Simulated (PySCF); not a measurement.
Isomers of C5H14Si2, mass 130.063 u with the commonest isotopes. Theory: PBE0/pcSseg-1 in PySCF (dipole) on a GFN2-xTB geometry, gas phase. One conformer each, none proved a minimum here; rigid rotors.

Task: Order these by rotational constant B, largest first.
A. `[SiH3:1][SiH2:2][CH:3]1[CH2:4][CH2:5][CH2:6][CH2:7]1` with Si1–Si2–C3–C4 178°, Si2–C3–C4–C5 -166°, C3–C4–C5–C6 32°, C4–C5–C6–C7 -9°, C5–C6–C7–C3 -18°
B. `[CH3:1][CH:2]([CH3:3])[SiH:4]1[CH2:5][SiH2:6][CH2:7]1` with C1–C2–Si4–C5 -172°, C2–Si4–C5–Si6 110°, Si4–C5–Si6–C7 6°, C5–Si6–C7–Si4 -6°, C2–Si4–C7–Si6 -110°
C. `[CH2:1]=[C:2]([CH3:3])[SiH2:4][CH2:5][CH2:6][SiH3:7]` with C1–C2–Si4–C5 -9°, C2–Si4–C5–C6 -69°, Si4–C5–C6–Si7 177°
D. `[CH3:1][CH:2]([CH3:3])/[CH:4]=[CH:5]/[SiH2:6][SiH3:7]` with C1–C2–C4–C5 120°, C4–C5–Si6–Si7 112°

Result: B (1074 MHz), A (851.3 MHz), C (693.0 MHz), D (603.0 MHz).

Task: Order these by out-of-plane moment Σ m c² = (Ia + Ib − Ic)/2, smallest first.
A. `[CH2:1]=[C:2]([CH3:3])[SiH2:4][CH2:5][CH2:6][SiH3:7]` with C1–C2–Si4–C5 -9°, C2–Si4–C5–C6 -69°, Si4–C5–C6–Si7 177°
B. `[CH3:1][CH:2]([CH3:3])/[CH:4]=[CH:5]/[SiH2:6][SiH3:7]` with C1–C2–C4–C5 120°, C4–C5–Si6–Si7 112°
C. `[SiH3:1][SiH2:2][CH:3]1[CH2:4][CH2:5][CH2:6][CH2:7]1` with Si1–Si2–C3–C4 178°, Si2–C3–C4–C5 -166°, C3–C4–C5–C6 32°, C4–C5–C6–C7 -9°, C5–C6–C7–C3 -18°
D. `[CH3:1][CH:2]([CH3:3])[SiH:4]1[CH2:5][SiH2:6][CH2:7]1` with C1–C2–Si4–C5 -172°, C2–Si4–C5–Si6 110°, Si4–C5–Si6–C7 6°, C5–Si6–C7–Si4 -6°, C2–Si4–C7–Si6 -110°

Result: C (21.86 u·Å²), B (22.25 u·Å²), A (27.58 u·Å²), D (72.62 u·Å²).

Task: Order these by radius of gyration √(Σ m r²/M), largest first.
A. `[CH3:1][CH:2]([CH3:3])[SiH:4]1[CH2:5][SiH2:6][CH2:7]1` with C1–C2–Si4–C5 -172°, C2–Si4–C5–Si6 110°, Si4–C5–Si6–C7 6°, C5–Si6–C7–Si4 -6°, C2–Si4–C7–Si6 -110°
B. `[CH3:1][CH:2]([CH3:3])/[CH:4]=[CH:5]/[SiH2:6][SiH3:7]` with C1–C2–C4–C5 120°, C4–C5–Si6–Si7 112°
C. `[SiH3:1][SiH2:2][CH:3]1[CH2:4][CH2:5][CH2:6][CH2:7]1` with Si1–Si2–C3–C4 178°, Si2–C3–C4–C5 -166°, C3–C4–C5–C6 32°, C4–C5–C6–C7 -9°, C5–C6–C7–C3 -18°
D. `[CH2:1]=[C:2]([CH3:3])[SiH2:4][CH2:5][CH2:6][SiH3:7]` with C1–C2–Si4–C5 -9°, C2–Si4–C5–C6 -69°, Si4–C5–C6–Si7 177°

Result: B (2.700 Å), D (2.540 Å), C (2.324 Å), A (2.076 Å).

```csv
SMILES,point group,Ia (u·Å²),Ib (u·Å²),Ic (u·Å²),κ,μa (D),μb (D),μc (D)
CC(C)/C=C/[SiH2][SiH3],C1,132.46,838.12,926.08,-0.96,1.26,0.19,0.08
C=C(C)[SiH2]CC[SiH3],C1,137.26,729.26,811.37,-0.95,0.57,0.19,0.16
CC(C)[SiH]1C[SiH2]C1,C1,162.60,470.69,488.06,-0.96,0.55,0.14,0.07
[SiH3][SiH2]C1CCCC1,C1,130.75,593.68,680.70,-0.93,0.91,0.13,0.17
```
